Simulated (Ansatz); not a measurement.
Ansatz (a quantum-chemistry and plane-wave program) job for Zn(NH2)(GeH3) (GeH5NZn), SMILES [Zn]([NH2])[GeH3], CAM-B3LYP/def2-SVPD. Geometry: B3LYP-D3(BJ)/def2-SVP. The structure was generated by enumeration; whether it is a known compound was not checked. Other conformers were not sampled.

Ansatz 0.2 input:
```yaml
crystal:
  periodic: [false, false, false]
  atoms:
    - {symbol: Zn, position_ang: [-0.05222402, 0.76579458, -0.50337416]}
    - {symbol: N, position_ang: [0.01774291, 2.32520525, -1.46632554]}
    - {symbol: H, position_ang: [-0.54703403, 3.11561658, -1.15776886]}
    - {symbol: H, position_ang: [-0.05822884, 2.27616107, -2.48158130]}
    - {symbol: Ge, position_ang: [0.05609870, -1.23292947, 0.80105426]}
    - {symbol: H, position_ang: [1.02169295, -2.28065268, 0.19398265]}
    - {symbol: H, position_ang: [0.54886184, -0.97282379, 2.24598521]}
    - {symbol: H, position_ang: [-1.31793026, -1.93483214, 0.93114989]}
basis:
  gaussian:
    orbitals: def2-SVPD
hamiltonian:
  xc: {name: CAM-B3LYP}
```

It prints:

```
WARN ansatz: RAYON_NUM_THREADS=1 ignored (pool sized by the plan → 1); use --threads N
Functional definition: CAM-B3LYP
integrals: 0.09 GiB planned
1347 factors; their error is unknown
integrals: 0.12 GiB planned
401 factors; integrals over basis functions are off by at most 1.3e-5 eV
mean field: 0.82 GiB planned
mean field evaluation 1: about -106493.4920 eV, gradient 6.1e1 eV
mean field evaluation 2: about -106481.5533 eV, gradient 9.3e1 eV
mean field evaluation 4: about -106500.2999 eV, gradient 5.0e0 eV
mean field evaluation 8: about -106500.3296 eV, gradient 7.0e-2 eV
mean field evaluation 16: about -106500.5718 eV, gradient 1.4e-5 eV
mean field -106500.57184163 eV, -3913.8238264997 hartree, gradient 1.4e-5 eV, S^2 0.000000; 0 other end points of the search recorded, 0 dependent functions left out
reference -106500.57197953 eV, -3913.8238315674 hartree; 37, 37 occupied and 95, 95 virtual orbitals, 1347 factors
Total energy: -106500.57197953 eV, -3913.8238315674 hartree
```

Self-consistency was reached.

Cost: around 5 core-seconds (rough).
